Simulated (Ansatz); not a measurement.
One change: `[SiH3][N]1[CH2][AlH]1` becomes `[SiH3]N1BC1`.

Ansatz, PBE0-D4/def2-TZVP geometries, multiplicity 1. 

| property | `[SiH3][N]1[CH2][AlH]1` |
| --- | --- |
| size of the dipole moment (PBE/def2-TZVPP) / D | 2.11 |
| LUMO energy (B3LYP/def2-TZVPP) / eV | -1.31 |
| HOMO energy (PBE0/def2-TZVPP) / eV | -6.83 |
| HOMO–LUMO gap (ωB97M-V/def2-TZVPP) / eV | 9.55 |
| HOMO energy (B3LYP/def2-TZVPP) / eV | -6.61 |
| LUMO energy (ωB97M-V/def2-TZVPP) / eV | 0.46 |

(1) What does the change do to each property? (An estimate is asked.)

Results:

(1) Ansatz gave: 
| property | `[SiH3]N1BC1` | shift |
| --- | --- | --- |
| size of the dipole moment (PBE/def2-TZVPP) / D | 0.39 | -1.72 |
| LUMO energy (B3LYP/def2-TZVPP) / eV | -0.48 | 0.83 |
| HOMO energy (PBE0/def2-TZVPP) / eV | -7.82 | -0.99 |
| HOMO–LUMO gap (ωB97M-V/def2-TZVPP) / eV | 11.71 | 2.16 |
| HOMO energy (B3LYP/def2-TZVPP) / eV | -7.60 | -0.99 |
| LUMO energy (ωB97M-V/def2-TZVPP) / eV | 1.61 | 1.15 |

With PBE0 the HOMO falls by 0.99 eV and the LUMO rises by 0.84 eV, so the gap widens by about 1.83 eV. PBE moves the HOMO by -0.94 eV and ωB97M-V by -1.00 eV. Dipoles are sizes alone; their direction can turn.

B3LYP here is the variant with VWN-RPA as its local correlation; programs differ in this.
